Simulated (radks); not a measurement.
The mean radii <r> (bohr) of the occupied orbitals of an atom or ion are listed with their occupations. Calculated with a radial shooting solver on a logarithmic mesh with Libxc functionals: scalar-relativistic Kohn-Sham, PBE, spin-unpolarised, spherical densities, finite nucleus; Fermi nuclear charge, rms radius of each element as measured or else 0.836 A^(1/3) + 0.57 fm.

orbital  occ.      <r>
1s          2  0.02906
2s          2   0.1255
2p          6   0.1096
3s          2   0.3393
3p          6   0.3377
3d         10   0.3146
4s          2   0.8178
4p          6   0.8834
4d         10    1.069

Name the element and its charge.

Answer. Z = 50, tin, charge +4: Sn4+ in [Kr] 4d10. The 1s radius gives Z: for a bare nucleus <r> = (2 gamma + 1)/(2Z) with gamma = sqrt(1 - (Z/c)^2), 0.02862 bohr for Z = 50, and screening makes it slightly larger (0.02906 here). The occupations add up to 46, and the charge is Z minus that.
